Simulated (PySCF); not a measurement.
Job file and geometry (Å, from GFN2-xTB) of an NMR shielding run on `InChI=1S/C3H14N2SSi2/c1-3(2)8(6)5-7-4/h3,5-6,8H,4,7H2,1-2H3/t8-/m1/s1`, PySCF 2.14.0, density-fitted response routines, GIAO PBE0/pcSseg-1 NMR shielding, non-relativistic, gas phase; density fitting, a coarse starting grid and PySCF grid level 2 are the driver's defaults:

```
$ OMP_NUM_THREADS=1 python probes_run.py task.json out

{"job": {"kind": "nmr", "xc": "PBE0", "basis": "pcSseg-1"}, "charge": 0, "multiplicity": 1}
C     -1.771194    -0.324052    -1.444725
C     -1.809917     0.264487    -0.039273
C     -1.971907    -0.847768     0.996035
Si    -0.251017     1.304734     0.293271
S     -0.577402     2.331918     2.166683
N      1.202724     0.402327     0.475633
Si     1.980959    -0.649983    -0.668286
N      3.590123    -0.771278    -0.069784
H     -1.704621     0.462025    -2.193258
H     -2.667989    -0.910647    -1.640856
H     -0.905124    -0.973289    -1.556947
H     -2.688373     0.915490     0.029403
H     -2.037268    -0.433564     2.000237
H     -1.122716    -1.527972     0.956984
H     -2.878588    -1.420703     0.803913
H     -0.054517     2.329248    -0.734328
H      0.589915     2.951986     2.180427
H      1.535023     0.285612     1.420796
H      1.462415    -2.019786    -0.647998
H      1.768656    -0.015834    -1.972279
H      4.220516    -1.410787    -0.523816
H      4.079891     0.077224     0.167318
```

Problem. What does the program print?

Solution. 
```
coarse grid: 18936 points
cycle   1  E = -1208.6673363931  dE =  6.101e-01  |g| = 6.782e-01  |ddm| = 4.134e+00
cycle   2  E = -1208.6018962368  dE =  6.544e-02  |g| = 8.741e-01  |ddm| = 1.377e+00
cycle   3  E = -1208.7723283917  dE = -1.704e-01  |g| = 7.697e-02  |ddm| = 8.558e-01
cycle   4  E = -1208.7735437363  dE = -1.215e-03  |g| = 3.489e-02  |ddm| = 1.197e-01
cycle   5  E = -1208.7738172736  dE = -2.735e-04  |g| = 8.399e-03  |ddm| = 4.059e-02
cycle   6  E = -1208.7738313800  dE = -1.411e-05  |g| = 3.261e-03  |ddm| = 1.031e-02
cycle   7  E = -1208.7738334916  dE = -2.112e-06  |g| = 5.677e-04  |ddm| = 2.971e-03
final grid: 166416 points
cycle   8  E = -1208.8163158362  dE = -4.147e-05  |g| = 1.068e-02  |ddm| = 3.069e-02
cycle   9  E = -1208.8162968169  dE =  1.902e-05  |g| = 1.400e-02  |ddm| = 2.187e-02
cycle  10  E = -1208.8163425869  dE = -4.577e-05  |g| = 9.214e-04  |ddm| = 1.269e-02
cycle  11  E = -1208.8163427532  dE = -1.663e-07  |g| = 3.026e-04  |ddm| = 1.071e-03
cycle  12  E = -1208.8163427722  dE = -1.903e-08  |g| = 8.121e-05  |ddm| = 3.075e-04
cycle  13  E = -1208.8163427735  dE = -1.297e-09  |g| = 2.852e-05  |ddm| = 9.037e-05
cycle  14  E = -1208.8163427737  dE = -1.849e-10  |g| = 4.644e-06  |ddm| = 2.779e-05
converged SCF energy = -1208.8163427737

GIAO shielding tensors (ppm)
atom      isotropic    diamagn.    paramagn.     s11        s22        s33       span
  0 C      167.171     249.936     -82.765    152.553    162.540    186.420     33.867
  1 C      165.986     254.385     -88.398    158.646    168.886    170.426     11.780
  2 C      169.186     249.074     -79.888    156.262    164.571    186.725     30.463
  3 Si     352.327     880.965    -528.639    314.704    364.729    377.547     62.843
  4 S      726.718    1058.684    -331.966    623.138    701.323    855.692    232.554
  5 N      231.445     329.072     -97.627    181.877    247.406    265.053     83.176
  6 Si     388.579     880.473    -491.894    359.409    371.776    434.551     75.142
  7 N      250.615     315.184     -64.570    207.783    258.940    285.122     77.339
  8 H       30.456      31.434      -0.978     25.997     27.939     37.433     11.436
  9 H       30.462      30.599      -0.137     25.810     27.848     37.729     11.919
 10 H       30.962      33.260      -2.298     26.163     30.826     35.896      9.733
 11 H       30.876      32.355      -1.479     26.690     29.197     36.741     10.051
 12 H       30.330      31.182      -0.852     24.366     30.242     36.382     12.016
 13 H       30.692      32.710      -2.018     26.370     30.386     35.320      8.950
 14 H       30.677      30.450       0.227     26.162     27.864     38.005     11.843
 15 H       26.357      31.016      -4.659     23.335     24.278     31.459      8.124
 16 H       31.511      31.051       0.460     23.334     28.167     43.033     19.699
 17 H       31.432      35.308      -3.876     22.701     31.226     40.368     17.667
 18 H       26.539      31.089      -4.550     22.077     26.430     31.110      9.032
 19 H       26.594      31.323      -4.729     22.606     26.418     30.757      8.151
 20 H       31.587      27.920       3.667     24.100     26.547     44.113     20.013
 21 H       31.442      30.084       1.358     23.889     28.987     41.449     17.559
```

Problem. Turn these shieldings into chemical shifts. Chemical shifts δ = σref − σ; 13C (σref 186.93), 29Si (σref 349.16), 1H (σref 31.72) vs TMS; 33S (σref 503.73) vs CS2; 15N (σref 267.73) against NH3, all at this level.

Solution. Averaging equivalent atoms: C 1: 20.9; C 0: 19.8; C 2: 17.7; Si 3: -3.2; Si 6: -39.4; S 4: -223; N 5: 36.3; N 7: 17.1; H 15: 5.36; H 18: 5.18; H 19: 5.12; H 12/13/14: 1.15; H 8/9/10: 1.09; H 11: 0.84; H 17: 0.29; H 16: 0.21; H 20/21: 0.20 ppm. Experimental scales use liquid or dissolved standards, which lie at an offset from isolated NH3 (liquid NH3: subtract about 20 ppm).

Size and cost of the density-fitted run: 227 basis functions, 3.1 min wall time on 1 thread of an Intel Xeon, shared host; peak memory 1.1 GiB.
